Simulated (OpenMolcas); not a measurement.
## 5d along the 69-electron sequence

```json
{
 "Program": "OpenMolcas 26.06",
 "Method": "CASSCF",
 "Basis": "ANO-R2",
 "Scalar Hamiltonian": "X2C, finite nucleus",
 "Spin-orbit coupling": "state interaction with AMFI integrals over the reference wave functions, term energies averaged over their components"
}
```

Active space for each ion: 1 electron in 5 orbitals (5d).

Computed levels in cm-1 above 2D 3/2:

```
                               Level  Hf3+  Ta4+   W5+   Re6+   Os7+
                              2D 5/2  5660  7225  9519  11247  13687
weight of 2D in the lowest level (%)   100   100   100    100    100
```

Measured, with the error of the calculation in %. Measured levels: W5+ from the list in J. Phys. B 45, 035002 (2012).

```json
{"Level": "2D 5/2", "W5+": "8709 (+9.3)"}
```

The fine-structure level 2D 5/2 changes by a factor of 2.42 from Hf3+ to Os7+. Its fourth root runs 8.67, 9.22, 9.88, 10.30, 10.82, with steps per unit of Z of 0.55, 0.66, 0.42, 0.52; equal steps would mean a (Z - σ)^4 law with constant σ.

With one active electron the reference holds no correlation, so core polarisation is missing. Computed and measured levels are paired by configuration, term and J; levels that our copy of the source lacks, or whose pairing is in doubt (as where it misses far off the trend of its configuration), stay unpaired and out of the deviations. Levels of configurations outside the active space are missing.
